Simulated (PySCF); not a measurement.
Peak assignment

Atom-mapped SMILES (the numbers label the heavy atoms): `[CH2:1]=[C:2]([CH3:3])[P@:4]([CH3:5])(=[O:6])[P:7]([CH3:8])[CH3:9]` (H(Xn): hydrogen on atom n). Ha(C1) is cis to C3; Hb(C1) is trans to C3.

- coordinates at the GFN2-xTB level
- σ from GIAO-PBE0/pcSseg-1
- code: PySCF 2.14
- one conformer, no solvent model, equivalent nuclei averaged, no relativistic terms

Scale: ¹³C (σref 186.93), ¹H (σref 31.72) vs TMS (reference shieldings calculated alike).

(1) Assign these signals to the numbered atoms. ¹³C{¹H} NMR (computed): δ 150.3, 135.3, 20.5, 18.9, 7.9.

(2) Assign these signals to the numbered atoms. ¹H NMR (600 MHz, computed): δ 6.37 (m, 1H), 6.22 (m, 1H), 1.91 (m, 3H), 1.43 (m, 3H), 1.18 (m, 6H).

Results:

(1) 
150.3 → C2, fully substituted alkene carbon: as expected for a trigonal carbon in a double bond
135.3 → C1, terminal =CH2 carbon: as expected for a trigonal carbon in a double bond
20.5 → C3, allylic methyl carbon: a saturated carbon with 1 carbon neighbour and no heteroatom attached
18.9 → C5, methyl carbon bonded to P
7.9 → C8/C9, methyl carbon bonded to P

C3 and C5 lie closer than the usual error of such a calculation, so a measured spectrum could show them in the other order.

(2) 
6.37 → Hb(C1), hydrogen on a terminal =CH2 carbon: attached to an sp2 carbon and in the plane of the double bond
6.22 → Ha(C1), hydrogen on a terminal =CH2 carbon
1.91 → H(C3), hydrogen on an allylic methyl carbon: allylic position
1.43 → H(C5), hydrogen on a methyl carbon bonded to P
1.18 → H(C8)/H(C9), hydrogen on a methyl carbon bonded to P

Splittings by ³¹P in the carbon and heteronuclear signals aren't shown, as no couplings were computed. Shifts are as computed. Against solution values, carbons near 30 ppm lie about +3 ppm off and those near 130 ppm about +5 ppm. Of 1211 compounds with measured shifts, 218 miss one by over three times the rms of a fit or turn the order of signals round; such compounds aren't used in these exercises. Multiplicities follow the n + 1 count of equivalent neighbours, as no J values were calculated; m marks all less simple cases, F and P coupling included.
